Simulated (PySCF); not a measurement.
Below is a simulated gas-phase Si 2p photoelectron spectrum of `[SiH3][SiH2][SiH2][SiH2][SiH3]`.

Every computed line was given a Gaussian of 0.4 eV full width at half maximum and an area set by the number of equivalent atoms (split 2:1 within a doublet); the highest printed point is 100. Method: PySCF 2.14.0, delta-SCF UKS SCAN, pcX-2 on the ionised atom, pcseg-1 elsewhere, spin-free X2C.

binding energy (eV), intensity and a bar:
```
    105.6          1 
    105.7          4 #
    105.8         14 ####
    105.9         36 ###########
    106.0         68 ####################
    106.1         93 ############################
    106.2        100 ##############################
    106.3         94 ############################
    106.4         86 ##########################
    106.5         78 #######################
    106.6         71 #####################
    106.7         64 ###################
    106.8         57 #################
    106.9         49 ###############
    107.0         42 #############
    107.1         34 ##########
    107.2         23 #######
    107.3         12 ###
    107.4          4 #
    107.5          1 
    107.6          0
```

**Question.** Count the maxima, the lines and the sites behind this envelope.

**Answer.** The curve has 1 maximum (at 106.2 eV). Under it lie 6 lines from 3 inequivalent silicon sites, each drawn as a 2p3/2, 2p1/2 pair. At this width some lines have no maximum of their own.

**Question.** Decompose the envelope and assign each component. Numbering: `[SiH3:1][SiH2:2][SiH2:3][SiH2:4][SiH3:5]`.

**Answer.** 
```json
{"position (eV)": "106.10", "relative area": "0.67", "line": "Si 2p3/2", "atoms": "Si3", "environment": "SiH2 silicon"}
{"position (eV)": "106.14", "relative area": "1.33", "line": "Si 2p3/2", "atoms": "Si2/Si4", "environment": "SiH2 silicon"}
{"position (eV)": "106.45", "relative area": "1.33", "line": "Si 2p3/2", "atoms": "Si1/Si5", "environment": "SiH3 silicon"}
{"position (eV)": "106.72", "relative area": "0.33", "line": "Si 2p1/2", "atoms": "Si3", "environment": "SiH2 silicon"}
{"position (eV)": "106.76", "relative area": "0.67", "line": "Si 2p1/2", "atoms": "Si2/Si4", "environment": "SiH2 silicon"}
{"position (eV)": "107.07", "relative area": "0.67", "line": "Si 2p1/2", "atoms": "Si1/Si5", "environment": "SiH3 silicon"}
```

Lowest listed Si 2p3/2: Si3, bonded to 2 H and 2 Si. Highest, 0.35 eV above it: Si1/Si5, bonded to 3 H and Si. The widest gap between neighbouring values is 0.31 eV, between 106.14 and 106.45 eV. Summing the Pauling electronegativity differences to the bonded atoms, each weighted by its formal bond order, gives +0.60 for the lowest site and +0.90 for the highest; no listed site has a larger sum than the highest. The values 106.10 and 106.14 eV lie too close for their order to be trusted.

The curve has no shake-up lines and no vibrational structure. One atom of each set of topologically equivalent atoms was ionised and stands for the set; in this conformer not all members are related by symmetry, and their own values weren't computed. For 2p shells one spin-free hole was relaxed; a mean-field spin–orbit operator and the ground-state splitting of the three 2p orbitals were then diagonalised within the shell. The shell's mean is (2 × 2p3/2 + 2p1/2)/3, and the degeneracies 2j + 1 give areas of 2:1. 2p1/2 minus 2p3/2 (ligand field included): Si 0.62 eV. One conformer (not necessarily the lowest) at the PBE0-D3(BJ)/def2-SVP geometry, without solvent, vibrations or thermal averaging.

The values belong to the conformer `[SiH3:1][SiH2:2][SiH2:3][SiH2:4][SiH3:5]`: Si1–Si2–Si3–Si4 87°, Si2–Si3–Si4–Si5 -49°.
